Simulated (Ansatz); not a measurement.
Hf(Cl)3(SH) (Cl3HHfS), SMILES [SH][Hf]([Cl])([Cl])[Cl], multiplicity 1.

Coordinates come from a PBE0-D3(BJ)/def2-SVP optimisation. The spin state was assumed, not searched. The structure was generated by enumeration; whether it is a known compound was not checked. The def2 effective core potentials stand for the cores of Hf; spin–orbit coupling is left out. One conformer was computed; it need not be the lowest.

Two levels are set side by side: PBE/def2-SVPD (Ansatz, a quantum-chemistry and plane-wave program) and PBE0/def2-SVPD (Ansatz). Energy differences of separate SCF runs at the same geometry; the states with an electron removed or added have multiplicity 2 and 2. Differences are taken from unrounded values.

```json
[
 {"quantity": "vertical ionisation energy (eV)", "PBE": "10.01"},
 {"quantity": "vertical electron affinity (eV)", "PBE": "0.75"},
 {"quantity": "vertical singlet–triplet gap (eV)", "PBE": "4.30"}
]
```

Problem. These are the PBE values. What does PBE0 give? (An estimate is asked for; the answer gives what the named calculation found.)

Solution. 
```csv
quantity,PBE0,PBE minus PBE0
vertical ionisation energy (eV),10.31,-0.30
vertical electron affinity (eV),0.92,-0.17
vertical singlet–triplet gap (eV),4.37,-0.07
```
